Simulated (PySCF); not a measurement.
3-chloro-1,1-difluoropropa-1,2-diene (C3HClF2), SMILES FC(F)=C=CCl.

The structure is a stationary point at B3LYP-D3(BJ)/def2-SVP.

These are PBE/def2-TZVP run with PySCF values and carry that method's errors.

Gas-phase values at a fixed geometry.

* **total energy**: -774.35928 hartree
* **point group**: Cs
* **highest occupied level**: -6.69 eV
* **lowest empty level**: -2.25 eV
* **orbital gap**: 4.44 eV
* **dipole moment**: 1.04 D
* **quadrupole, principal values (traceless, Buckingham form, about the centre of nuclear charge)**: -2.38, -1.95, 4.32 D·Å
* **mean static polarisability**: 53.7 bohr³ (7.95 Å³)
* **polarisability, principal values**: 34.5, 38.6, 88.0 bohr³
